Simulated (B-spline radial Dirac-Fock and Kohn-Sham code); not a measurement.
# Elastic and transport cross sections of neon for electrons

Model: relativistic (Dirac) partial waves in the static field of the Dirac-Fock atom with Furness-McCarthy exchange, without polarisation or absorption potentials. Program: a B-spline atomic structure program. σ_tr1 and σ_tr2 weight the cross section with 1 − P₁ and 1 − P₂ of cos θ; "backward" is the share scattered beyond 90°.

```tsv
energy (eV)	σ (a₀²)	σ_tr1 (a₀²)	σ_tr2 (a₀²)	σ/σ_tr1	backward (%)
3000	0.771	0.0489	0.106	15.8	0.99
3200	0.730	0.0438	0.0958	16.7	0.91
3360	0.700	0.0403	0.0886	17.4	0.86
3690	0.646	0.0342	0.0761	18.9	0.77
3960	0.607	0.0303	0.0677	20.0	0.70
5000	0.494	0.0202	0.0460	24.5	0.53
5010	0.494	0.0201	0.0459	24.5	0.53
5420	0.460	0.0175	0.0402	26.3	0.48
8800	0.296	0.00742	0.0176	39.9	0.28
10000	0.263	0.00591	0.0141	44.5	0.24
12500	0.214	0.00397	0.00959	54.0	0.19
13100	?	?	?	?	?
14700	0.184	0.00297	0.00723	62.2	0.15
20000	0.139	0.00171	0.00422	81.4	0.11
30000	0.0960	0.000824	0.00207	116	0.069
33000	0.0881	0.000695	0.00175	127	0.062
43300	0.0693	0.000428	0.00109	162	0.045
```

**Question.** Fill in the row for 13.1 keV.

**Answer.** σ = 0.205 a₀², σ_tr1 = 0.00365 a₀², σ_tr2 = 0.00884 a₀², σ/σ_tr1 = 56.3, backward 0.18 %. The ratio σ/σ_tr1 is roughly the number of elastic collisions that randomise the direction.

Values without a named source are computed, but for edge energies of neutral atoms, which are taken from tables.
